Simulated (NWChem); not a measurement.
Species: YCl₂ cation; SMILES [Cl][Y+][Cl]

All runs: NWChem. Geometry: optimised at PBE-D3(BJ)/def2-SVP. The spin multiplicity was typed, not searched, and may not be the lowest. def2 effective core potentials on Y; no spin-orbit coupling. Static field.

Task: Order these by “anisotropy (bohr³)”, lowest first: B3LYP/def2-SVPD; Hartree-Fock/def2-SVPD; PBE/def2-SVPD; BHandHLYP/def2-SVPD.

Result: Hartree-Fock/def2-SVPD (24.3), BHandHLYP/def2-SVPD (31.3), B3LYP/def2-SVPD (36.1), PBE/def2-SVPD (39.0)
